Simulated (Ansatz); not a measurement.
C₆H₁₇GeN, SMILES `C[CH2][GeH]([CH2]C)[N](C)C`, relaxed with RKS PBE0-D4/def2-TZVP in the Gaussian-basis code of Ansatz from a PBE-D4/def2-SVP geometry. The force threshold is 0.005 eV/Å; the program also tests the step.

Total charge 0; spin multiplicity 1.

Start:

```xyz
25

C    -1.336   -0.347    2.724
C    -1.439    0.209    1.300
Ge    0.290    0.591    0.420
C     0.114    2.037   -0.912
C    -0.874    1.692   -2.032
N     0.809   -0.939   -0.529
C     2.027   -0.854   -1.309
C     0.635   -2.235    0.095
H    -0.781    0.343    3.392
H    -0.801   -1.319    2.752
H    -2.336   -0.511    3.176
H    -2.007    1.164    1.296
H    -2.000   -0.481    0.634
H     1.355    0.986    1.510
H     1.121    2.264   -1.322
H    -0.200    2.950   -0.361
H    -0.576    0.762   -2.557
H    -1.897    1.522   -1.635
H    -0.945    2.502   -2.788
H     2.966   -0.993   -0.710
H     2.036   -1.636   -2.104
H     2.101    0.129   -1.820
H    -0.336   -2.294    0.626
H     1.440   -2.504    0.832
H     0.632   -3.040   -0.677
```

| step | energy (eV) | largest force (eV/Å) | largest move (Å) |
| --- | --- | --- | --- |
| 1 | -64494.4759 | 0.535 | 0.000 |
| 2 | -64494.5657 | 0.158 | 0.046 |
| 3 | -64494.5738 | 0.037 | 0.020 |
| 4 | -64494.5740 | 0.016 | 0.007 |
| 5 | -64494.5742 | 0.011 | 0.013 |
| 6 | -64494.5742 | 0.006 | 0.007 |
| 7 | -64494.5742 | 0.003 | 0.003 |

End:

```xyz
25

C    -1.302   -0.346    2.707
C    -1.436    0.198    1.290
Ge    0.268    0.570    0.395
C     0.110    2.023   -0.908
C    -0.865    1.704   -2.033
N     0.771   -0.943   -0.550
C     2.006   -0.854   -1.289
C     0.621   -2.223    0.096
H    -0.757    0.349    3.349
H    -0.759   -1.294    2.729
H    -2.281   -0.520    3.164
H    -2.003    1.134    1.298
H    -1.999   -0.493    0.654
H     1.341    0.934    1.467
H     1.104    2.248   -1.305
H    -0.204    2.917   -0.359
H    -0.567    0.800   -2.570
H    -1.875    1.531   -1.651
H    -0.926    2.521   -2.758
H     2.905   -0.961   -0.657
H     2.049   -1.644   -2.050
H     2.077    0.103   -1.811
H    -0.347   -2.294    0.595
H     1.405   -2.436    0.844
H     0.662   -3.027   -0.650
```

Hardware: 4 threads of an AMD EPYC 7R13 on a shared host and a share of an NVIDIA H100 80 GB. Wall time 22 s, peak host memory 1 GiB.
